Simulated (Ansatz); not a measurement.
System: C₄H₄N, charge -1, multiplicity 1. It need not be the lowest isomer of its formula. Whether it binds its extra electron was not tested at this geometry. 
Structure (B3LYP-D3(BJ)/def2-TZVP (Ansatz, a first-principles code) minimum search):
```
C
C 1 1.3623
H 2 1.0913 1 121.07
C 2 1.4335 3 112.85 1 180.00
N 4 1.1626 3 152.57 2 -180.00
C 1 1.5125 2 116.24 3 180.00
H 6 1.0976 1 109.22 2 -122.92
H 6 1.0976 7 104.86 1 116.95
H 6 1.1075 7 107.58 8 114.31
```
Charge -1, spin multiplicity 1.

Basis-set convergence of Hartree-Fock and MP2 correlation energies (hartree) with Ansatz. Correlated levels leave the core frozen unless marked. No spin-orbit coupling. No relativistic terms. This anion needs diffuse functions, which these sets lack.

| basis | functions | E(HF) | E(corr, MP2) |
|---|---|---|---|
| cc-pVDZ | - | -208.18368 | -0.68068 |
| cc-pVTZ | 206 | (withheld) | (withheld) |

Question: Some entries are withheld; supply them.

Answer: 
- cc-pVTZ, E(HF): -208.24241
- cc-pVTZ, E(corr, MP2): -0.83455
